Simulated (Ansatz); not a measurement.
`C[SiH](O)F` + `N=C=O` → `C[SiH](F)N=C=O` + H₂O at 400 K and 1 bar (ligand exchange at the Si–O bond).

Calculated with Ansatz (gas phase, PBE0-D4/def2-TZVP geometries, no zero-point term in ΔE). CBS: MP2 limit from def2 TZ/QZ plus the TZ coupled-cluster correction, frozen cores. This one scheme is used for every species. One conformer a species, not always the lowest.

```json
{"species": "`C[SiH](O)F`", "CCSD(T)/CBS energy (Eh)": "-505.24344", "H − E (kJ/mol)": "193.1", "S (J/(mol·K))": "344.5"}
{"species": "`N=C=O`", "CCSD(T)/CBS energy (Eh)": "-168.51995", "H − E (kJ/mol)": "72.4", "S (J/(mol·K))": "252.4"}
{"species": "`C[SiH](F)N=C=O`", "CCSD(T)/CBS energy (Eh)": "-597.38266", "H − E (kJ/mol)": "199.1", "S (J/(mol·K))": "406.6"}
{"species": "H₂O", "CCSD(T)/CBS energy (Eh)": "-76.37941", "H − E (kJ/mol)": "69.8", "S (J/(mol·K))": "198.6"}
```

H − E and S are ideal-gas, rigid-rotor, harmonic terms from PBE0-D4/def2-TZVP, for one conformer and one mirror image of each species. 1 Eh = 2625.50 kJ/mol, R = 8.31446 J/(mol·K).

Question: By hand: ΔE, ΔH, ΔS and ΔG.

Answer: ΔE = (-597.38266) + (-76.37941) − (-505.24344) − (-168.51995) = 0.00132 Eh = 3.5 kJ/mol. Δ(H − E) = 199.1 + 69.8 − 193.1 − 72.4 = 3.4, so ΔH = 6.9 kJ/mol. ΔS = 406.6 + 198.6 − 344.5 − 252.4 = 8.3 J/(mol·K). ΔG = 6.9 − 400 × (8.3)/1000 = 3.6 kJ/mol.

Question: By hand: the equilibrium constant, and the temperature at which ΔG would vanish if ΔH and ΔS stayed fixed.

Answer: log₁₀ K = −ΔG/(RT ln 10) = -0.5. ΔG = 0 at ΔH/ΔS = 831 K, though so small a ΔH makes that figure unsure.

TΔS isn't small against ΔH here. The sign of ΔG lies within the doubt. A doubt of 5 kJ/mol in ΔE shifts log₁₀ K by 0.7 here. Other conformers and mirror images would add mixing entropy, several J/(mol·K) or more a flexible species. Modes under 60 cm⁻¹, often nearly free rotors, make the harmonic entropy too high. These are equilibria of isolated gas molecules and say nothing of rates. Largest T1 diagnostic: 0.018 (customary marks: 0.02 for closed shells, 0.045 for open ones).
